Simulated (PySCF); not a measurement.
Ionisation energy of Os(62+) by level of theory

Os(62+) [Ne] 3s2 3p2 (3P) → Os(63+) [Ne] 3s2 3p1 (2P), as a difference of total energies. Computed with PySCF 2.14 in an even-tempered Gaussian basis (17 s from 17 bohr⁻², ratio 2.5; 12 p from 23 bohr⁻², ratio 2.5; 4 d from 87 bohr⁻², ratio 2.7; 4 f from 130 bohr⁻², ratio 2.7), with scalar relativity by spin-free X2C-1e. Correlated levels: outer shells: 1s2 frozen; virtual orbitals above 40 to 60 times the deepest correlated orbital energy dropped. The calculations carry no spin-orbit coupling.

```
                method  ionisation energy (eV)
                   UHF                  6775.3
    MP2 (outer shells)                  6776.0
SCS-MP2 (outer shells)                  6775.8
   CCSD (outer shells)                  6776.0
CCSD(T) (outer shells)                  6776.0
```

Spin-orbit coupling is strong in these open shells (close to jj coupling). The scalar numbers leave it out and a first-order estimate fails, so it can dominate the gap to the real levels.

Breit and QED terms and the two-electron picture change are absent.

For comparison: 7039 ± 15 eV (theoretical estimate listed by NIST; NIST Atomic Spectra Database, ionization energies).
